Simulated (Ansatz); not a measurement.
One change: `C=CB(N)[SiH3]` becomes `NB([SiH3])[O][ZnH]`.

Ansatz, PBE0-D4/def2-TZVP geometries, multiplicity 1. Each molecule was computed in one conformer, which needn't be the lowest. `NB([SiH3])[O][ZnH]` holds a close contact that its SMILES doesn't draw: Zn···N 2.18 Å.

Scalar relativity is left out up to krypton.

| property | `C=CB(N)[SiH3]` |
| --- | --- |
| HOMO energy (PBE/def2-TZVPP) / eV | -6.33 |
| HOMO–LUMO gap (PBE/def2-TZVPP) / eV | 4.42 |
| size of the dipole moment (B3LYP/def2-TZVPP) / D | 2.26 |
| LUMO energy (B3LYP/def2-TZVPP) / eV | -1.16 |
| HOMO–LUMO gap (PBE0/def2-TZVPP) / eV | 6.47 |
| size of the dipole moment (PBE/def2-TZVPP) / D | 2.31 |

(1) What does the change do to each property? (Estimate.)

## Answers

(1) Computed: 
| property | `NB([SiH3])[O][ZnH]` | shift |
| --- | --- | --- |
| HOMO energy (PBE/def2-TZVPP) / eV | -6.21 | 0.12 |
| HOMO–LUMO gap (PBE/def2-TZVPP) / eV | 4.66 | 0.24 |
| size of the dipole moment (B3LYP/def2-TZVPP) / D | 3.09 | 0.83 |
| LUMO energy (B3LYP/def2-TZVPP) / eV | -0.78 | 0.38 |
| HOMO–LUMO gap (PBE0/def2-TZVPP) / eV | 6.82 | 0.35 |
| size of the dipole moment (PBE/def2-TZVPP) / D | 3.01 | 0.70 |

With PBE0 the HOMO rises by 0.05 eV and the LUMO rises by 0.40 eV, so the gap widens by about 0.35 eV. PBE moves the HOMO by 0.12 eV and ωB97M-V by 0.07 eV. Dipoles are sizes alone; their direction can turn.

B3LYP here is the variant with VWN-RPA as its local correlation; programs differ in this.
